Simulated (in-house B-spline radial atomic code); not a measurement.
How numerical settings move a run on F²⁺, [He] 2s2 2p3. Computed with an all-electron radial atomic-structure program (B-spline basis): non-relativistic TPSS, spin-polarised, spherical fractional occupations, point nucleus.

Command:
```bash
python run_scf.py task.json out
```
Settings of the sound reference run:
```
Z                9
electrons        7
configuration    [He] 2s2 2p3
hamiltonian      nr
method           tpss,tpss
spin_polarised   True
knot_spacing     0.22
spline_order     8
gauss_points     12
box_radius       22.22
max_iterations   70
damping          0.5
damped_steps     3
diis_vectors     10
tolerance        1e-08
start            Thomas-Fermi
```

Run time, properties included: 0.23 s on 1 thread of Intel(R) Xeon(R) 6975P-C, on a shared host.

It converges in 8 iterations to -97.835379 hartree, with 2p up at -51.9184 eV. The other runs change the listed settings, some to values that make no sense; their results aren't properties of the atom or ion. Radii are in bohr (the nuclear one in fm), a minus after a letter asks for a j subshell, and «unchanged» means within 1e-8 hartree. The run stops when the residual is below 10 × tolerance × max(1, Z/10), or a noise floor if that is larger, and the energy moves by less than 1e-8 × √|E| hartree; so very loose and very tight tolerances often act alike.

```tsv
changed settings	outcome
diis_vectors = 2	converged in 8 iterations, energy unchanged, 2p up level +5.8e-07 eV
knot_spacing = 0.75	converged in 8 iterations, energy +2.77e-02 hartree from the reference, 2p up level -4.7e-02 eV
knot_spacing = 0.15	converged in 8 iterations, energy -2.35e-05 hartree from the reference, 2p up level +4.8e-05 eV
hamiltonian = dirac, method = r2scan, spin_polarised = False, nucleus = fermi, rms_radius = 2.8976, mass_number = 19, atomic_mass = 18.9984, speed_of_light = 137.036	stopped with error: meta-GGAs are not served with the Dirac Hamiltonian
knot_spacing = 0.4	converged in 8 iterations, energy +9.36e-05 hartree from the reference, 2p up level +1.3e-04 eV
electrons = 8, configuration = [He] 2s2 2p3 3p-1, max_iterations = 60	stopped with error: j subshells need the Dirac Hamiltonian and l > 0
knot_spacing = 2	converged in 10 iterations, energy +4.29e+00 hartree from the reference, 2p up level -2.6e+00 eV (the program warns: 2p up reaches the box edge; 1s up reaches the box edge)
max_iterations = 12	converged in 8 iterations, energy unchanged
knot_spacing = 0.3	converged in 8 iterations, energy +4.42e-05 hartree from the reference, 2p up level -1.4e-04 eV
diis_vectors = 0	converged in 17 iterations, energy unchanged, 2p up level -1.4e-06 eV
first_knot = 0.111, max_iterations = 100, diis_vectors = 2	converged in 8 iterations, energy -9.55e-06 hartree from the reference, 2p up level -5.7e-05 eV
knot_spacing = 1	converged in 8 iterations, energy +1.16e-01 hartree from the reference, 2p up level -1.3e-01 eV
max_iterations = 3	not converged after 3 iterations, last residual 5.0e-04, last energy +4.79e-07 hartree from the reference
spline_order = 3, max_iterations = 50, damping = 0.8, tolerance = 0.0001, start = bare nucleus	converged in 6 iterations, energy +1.66e-03 hartree from the reference, 2p up level -8.6e-04 eV
```

Problem. What happens with diis_vectors = 1?

Solution. Converged in 11 iterations, energy unchanged, 2p up level -5.4e-06 eV.

Problem. What happens with knot_spacing = 1.4?

Solution. Converged in 8 iterations, energy +1.19e+00 hartree from the reference, 2p up level -5.7e-01 eV (the program warns: 1s up reaches the box edge; 1s down reaches the box edge).

Problem. What happens with knot_spacing = 0.1, max_iterations = 3?

Solution. Not converged after 3 iterations, last residual 3.0e-04, last energy -2.46e-05 hartree from the reference.

Problem. What happens with spline_order = 3, box_radius = 0.89, max_iterations = 60, damped_steps = 8?

Solution. Converged in 11 iterations, energy +2.41e+01 hartree from the reference, 2p up level +1.7e+02 eV (the program warns: 2p up has a positive eigenvalue: unbound, held by the box; 2s up has a positive eigenvalue: unbound, held by the box).
